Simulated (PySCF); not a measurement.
Where the electron goes

C2H7GaS.
Cartesian coordinates in Å at the PBE0-D3(BJ)/def2-SVP level; atoms count from 1:
```xyz
11
C2H7GaS angstrom
C     -2.4744   -0.1262    0.2921
S     -0.9185   -0.8095    0.9536
Ga     0.6292    0.2857   -0.1626
C      2.4971   -0.1128    0.2767
H     -3.1069   -0.9558   -0.0525
H     -3.0025    0.4157    1.0887
H     -2.2934    0.5583   -0.5481
H      0.0812    1.3081   -1.2226
H      2.6277   -1.1836    0.4922
H      2.7891    0.4472    1.1797
H      3.1770    0.1754   -0.5379
```

Level of theory: TDDFT wB97X-D/def2-SVPD, vertical, gas phase, core orbitals frozen in the response in PySCF. Relativistic effects, spin–orbit coupling among them, are left out although an element past zinc is present.

Frontier orbitals with the atoms that hold most of them (Löwdin shares over 4%, at most four atoms; ? is withheld):

```json
{"orbital": "HOMO-3", "ε (eV)": "-11.95", "atoms": "S2 40%, C1 23%, Ga3 11%, H8 9%"}
{"orbital": "HOMO-2", "ε (eV)": "-10.16", "atoms": "C4 34%, Ga3 26%, H8 18%, H9 5%"}
{"orbital": "HOMO-1", "ε (eV)": "-9.58", "atoms": "S2 57%, Ga3 17%, C1 9%, H8 6%"}
{"orbital": "HOMO", "ε (eV)": "-8.76", "atoms": "?"}
{"orbital": "LUMO", "ε (eV)": "?", "atoms": "?"}
{"orbital": "LUMO+1", "ε (eV)": "1.47", "atoms": "Ga3 70%, C4 6%, S2 6%, H11 5%"}
{"orbital": "LUMO+2", "ε (eV)": "2.05", "atoms": "S2 44%, Ga3 19%, C1 12%, H8 6%"}
```

Give the leading atoms of the HOMO.

S2 (bonded to C and Ga) 72%; C1 (bonded to S and 3 H) 11%; Ga3 (bonded to C, S and H) 10%.

Which atoms hold the LUMO, and with what shares?

Ga3 (bonded to C, S and H) 55%; S2 (bonded to C and Ga) 19%; H8 (bonded to Ga) 11%; C4 (bonded to Ga and 3 H) 10%.

What is the LUMO energy, and the HOMO–LUMO gap?

ε(LUMO) = 0.62 eV; the gap is 9.38 eV (0.3448 hartree).

How does S1 compare with the orbital gap of 9.38 eV?

S1 is at 5.29 eV (f = 0.078), 4.09 eV below the gap, made of HOMO→LUMO (94%). Without the coupling terms of the response equations the lowest excitation would equal the gap.

Give energy, strength and leading configuration of S1, S2 and S3, and follow the Löwdin shares of the leading atoms from the occupied to the empty orbital.

- S1 (5.29 eV, f 0.078), HOMO→LUMO (94%): S2 72% → 19%, C1 11% → at most 6%, Ga3 10% → 55%
- S2 (5.58 eV, f 0.0014), HOMO-1→LUMO (97%): S2 57% → 19%, Ga3 17% → 55%
- S3 (5.92 eV, f 0.0010), HOMO-2→LUMO (96%): C4 34% → 10%, Ga3 26% → 55%, S2 at most 5% → 19%

Time: 59 s of wall time. Hardware: Arm Neoverse V1, one thread, no GPU (shared host).

One conformer stands for the species.
